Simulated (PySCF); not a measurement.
PySCF input file for Sn(OH)3(OSiH3) (H₆O₄SiSn), SMILES [OH][Sn]([OH])([OH])[O][SiH3], IEF-PCM-PBE0/def2-SVP. Geometry: r2SCAN-D4/def2-SVP. The geometry has at least one imaginary mode, so it is a saddle point at that level. The def2 effective core potentials stand for the cores of Sn; spin–orbit coupling is left out. The values are those of a single conformer.

```python
import numpy as np
from pyscf import gto, scf, dft
from pyscf.solvent import pcm

mol = gto.M(
    atom='''
    O     1.09593298    1.81759026    0.97734828
    Sn    0.50335830    0.23259105   -0.03434059
    O     1.42946703   -1.45649263    0.36932560
    O     0.79781062    0.59445364   -1.94982974
    O    -1.36982863   -0.02400875    0.49849944
    Si   -2.53748349   -1.17367174    0.19964349
    H     0.54127056    1.93118486    1.76446474
    H     2.19141334   -1.56824591   -0.21928603
    H     0.71870503    1.54320819   -2.13152278
    H    -3.07988691   -1.03621518   -1.18719410
    H    -1.99652426   -2.55799289    0.35752100
    H    -3.64518032   -0.96242786    1.17528924
    ''',
    basis='def2-SVP',
    ecp={'Sn': 'def2-svp'},
    charge=0,
    spin=0,
    max_memory=1600,
    verbose=3,
)
mf = dft.RKS(mol, xc='pbe0').density_fit(auxbasis='def2-universal-jkfit')
mf.grids.level = 3
mf.conv_tol = 1e-9
mf.max_cycle = 100
mf.kernel()
res = {}
for name, eps in {'water': 78.355, 'methanol': 32.613, 'N,N-dimethylformamide': 37.219}.items():
    s = mf.PCM()
    s.with_solvent.method, s.with_solvent.eps, s.with_solvent.lebedev_order = 'IEF-PCM', eps, 29
    s.kernel(mf.make_rdm1())
    res[name] = (s.e_tot, eps, s.dip_moment(), s.mo_energy, s.converged)
    print(f'{name}: electrostatic solvation free energy {(s.e_tot - mf.e_tot) * 627.509474:.3f} kcal/mol')
```

Program output:

```
converged SCF energy = -807.601377439899

WARN: PCM is an experimental feature. It is still in testing.
Features and APIs may be changed in the future.

converged SCF energy = -807.618481684459
Dipole moment(X, Y, Z, Debye):  0.35047,  1.26146, -0.29136
water: electrostatic solvation free energy -10.733 kcal/mol

WARN: PCM is an experimental feature. It is still in testing.
Features and APIs may be changed in the future.

converged SCF energy = -807.617981722742
Dipole moment(X, Y, Z, Debye):  0.35010,  1.25112, -0.28885
methanol: electrostatic solvation free energy -10.419 kcal/mol

WARN: PCM is an experimental feature. It is still in testing.
Features and APIs may be changed in the future.

converged SCF energy = -807.6180867373
Dipole moment(X, Y, Z, Debye):  0.35019,  1.25327, -0.28937
N,N-dimethylformamide: electrostatic solvation free energy -10.485 kcal/mol
```

Self-consistency was reached.

Cost: very roughly 80 core-seconds.
